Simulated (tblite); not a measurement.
Compound: C₇H₄N₂.
SMILES: `C#Cn1cccc1C#N`

Level: GFN2-xTB in tblite, geometry and Hessian alike; calculated harmonic values, unscaled, isolated species. Against measured fundamentals such values can be off by several per cent, at times by over 20.

Harmonic wavenumbers (cm⁻¹): 94.0, 120.8, 160.7, 177.2, 348.2, 428.6, 465.6, 500.8, 561.4, 577.2, 601.5, 634.5, 676.5, 693.0, 775.4, 818.0, 846.9, 862.3, 1031.0, 1082.4, 1147.6, 1192.8, 1332.5, 1360.9, 1425.2, 1447.1, 1542.5, 2302.2, 2365.7, 3166.2, 3173.7, 3182.8, 3416.4.

A = 2242, B = 1934, C = 1038 MHz; mass 116.037 u (most abundant isotopes); point group Cs, symmetry number 1.

Task: What is the zero-point energy?

Result: Half the sum of the wavenumbers: 19256 cm⁻¹ = 230.35 kJ/mol.

Task: Give the ideal-gas entropy at 273.15 K and 1 bar in the rigid-rotor, harmonic-oscillator model (classical rotation).

Result: Translation 166.32, rotation 118.81, vibration 69.68: S = 354.8 J/(mol K).

Task: And Cp and H(273.15 K) − H(0)?

Result: Cp = 121.71 J/(mol K), of which vibrations give 88.46 (their classical limit is 33 R = 274.4); H(273.15 K) − H(0) = 20.15 kJ/mol without the zero-point energy, 11.07 from vibrations.

Task: How do the functions run with temperature in this model?

Result: 
```json
{"T (K)": "50", "S (J/(mol K))": "232.8", "Cp (J/(mol K))": "44.4", "H − H(0) (kJ/mol)": "1.82", "G − H(0) (kJ/mol)": "-9.82", "ln q(vib)": "0.12"}
{"T (K)": "100", "S (J/(mol K))": "268.9", "Cp (J/(mol K))": "60.8", "H − H(0) (kJ/mol)": "4.47", "G − H(0) (kJ/mol)": "-22.42", "ln q(vib)": "0.69"}
{"T (K)": "298.15", "S (J/(mol K))": "365.8", "Cp (J/(mol K))": "130.1", "H − H(0) (kJ/mol)": "23.30", "G − H(0) (kJ/mol)": "-85.77", "ln q(vib)": "3.96"}
{"T (K)": "373.15", "S (J/(mol K))": "397.6", "Cp (J/(mol K))": "152.9", "H − H(0) (kJ/mol)": "33.94", "G − H(0) (kJ/mol)": "-114.42", "ln q(vib)": "5.34"}
{"T (K)": "500", "S (J/(mol K))": "446.8", "Cp (J/(mol K))": "183.2", "H − H(0) (kJ/mol)": "55.36", "G − H(0) (kJ/mol)": "-168.03", "ln q(vib)": "7.71"}
{"T (K)": "750", "S (J/(mol K))": "529.1", "Cp (J/(mol K))": "221.8", "H − H(0) (kJ/mol)": "106.42", "G − H(0) (kJ/mol)": "-290.37", "ln q(vib)": "12.23"}
{"T (K)": "1000", "S (J/(mol K))": "596.3", "Cp (J/(mol K))": "245.5", "H − H(0) (kJ/mol)": "165.04", "G − H(0) (kJ/mol)": "-431.31", "ln q(vib)": "16.39"}
```

q(vib) and H(0) count from the zero-point level.

Task: Blend soft modes into free rotors: weight 1/[1 + (100 cm⁻¹/ν̃)⁴] for the oscillator and the rest for a rotor with moment μB/(μ + B), μ = h/(8π²ν), B = 10⁻⁴⁴ kg m². What vibrational entropy results?

Result: 67.88 J/(mol K) in place of 69.68, which changes −T·S at 273.15 K by +0.49 kJ/mol.

Task: What must be added to the electronic energy to get the Gibbs energy at 273.15 K and 1 bar?

Result: ZPE + [H(273.15 K) − H(0)] − T·S = 230.35 + 20.15 − 96.92 = 153.58 kJ/mol.

Hindered rotation and anharmonicity are outside this model.
